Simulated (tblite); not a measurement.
Compound: C6H3N2O (doublet state).
SMILES: `O=CC#Cc1n[c]c[nH]1`

Computed values, GFN2-xTB/tblite, gas phase, harmonic and unscaled. Against measured fundamentals such values can be off by several per cent, at times by over 20. Open shells enter through the occupations alone, without spin polarisation, and single modes of such species can be off by tens of per cent.

Harmonic wavenumbers (cm⁻¹): 65.8, 70.1, 113.9, 162.2, 230.8, 406.7, 430.0, 461.1, 547.1, 628.5, 648.4, 657.5, 744.9, 824.2, 890.3, 919.1, 1041.3, 1058.8, 1151.6, 1250.3, 1334.1, 1344.8, 1374.9, 1401.2, 1510.4, 1722.4, 2269.7, 2752.5, 3195.7, 3425.2.

A = 8140, B = 705.8, C = 649.5 MHz; mass 119.025 u (most abundant isotopes); point group Cs, symmetry number 1; spin multiplicity 2.

Q: Zero-point energy?

A: Half the sum of the wavenumbers: 16317 cm⁻¹ = 195.19 kJ/mol.

Q: What is S at 273.15 K and 1 bar for an ideal gas of classical rigid rotors and harmonic oscillators?

A: Translation 166.64, rotation 119.60, vibration 81.60, spin (R ln 2) 5.76: S = 373.6 J/(mol K).

Q: And Cp and H(273.15 K) − H(0)?

A: Cp = 116.92 J/(mol K), of which vibrations give 83.67 (their classical limit is 30 R = 249.4); H(273.15 K) − H(0) = 20.80 kJ/mol without the zero-point energy, 11.71 from vibrations.

Q: What must be added to the electronic energy to get the Gibbs energy at 273.15 K and 1 bar?

A: ZPE + [H(273.15 K) − H(0)] − T·S = 195.19 + 20.80 − 102.05 = 113.94 kJ/mol.

Q: How do the functions run with temperature in this model?

A: 
```json
{"T (K)": "50", "S (J/(mol K))": "245.4", "Cp (J/(mol K))": "51.3", "H − H(0) (kJ/mol)": "2.01", "G − H(0) (kJ/mol)": "-10.26", "ln q(vib)": "0.36"}
{"T (K)": "100", "S (J/(mol K))": "286.0", "Cp (J/(mol K))": "66.6", "H − H(0) (kJ/mol)": "4.98", "G − H(0) (kJ/mol)": "-23.62", "ln q(vib)": "1.31"}
{"T (K)": "298.15", "S (J/(mol K))": "384.2", "Cp (J/(mol K))": "124.1", "H − H(0) (kJ/mol)": "23.81", "G − H(0) (kJ/mol)": "-90.73", "ln q(vib)": "5.13"}
{"T (K)": "373.15", "S (J/(mol K))": "414.2", "Cp (J/(mol K))": "144.3", "H − H(0) (kJ/mol)": "33.89", "G − H(0) (kJ/mol)": "-120.68", "ln q(vib)": "6.53"}
{"T (K)": "500", "S (J/(mol K))": "460.6", "Cp (J/(mol K))": "172.4", "H − H(0) (kJ/mol)": "54.06", "G − H(0) (kJ/mol)": "-176.22", "ln q(vib)": "8.85"}
{"T (K)": "750", "S (J/(mol K))": "538.1", "Cp (J/(mol K))": "209.1", "H − H(0) (kJ/mol)": "102.18", "G − H(0) (kJ/mol)": "-301.39", "ln q(vib)": "13.17"}
{"T (K)": "1000", "S (J/(mol K))": "601.5", "Cp (J/(mol K))": "230.9", "H − H(0) (kJ/mol)": "157.40", "G − H(0) (kJ/mol)": "-444.09", "ln q(vib)": "17.10"}
```

q(vib) and H(0) count from the zero-point level.

Hindered rotation and anharmonicity are outside this model.
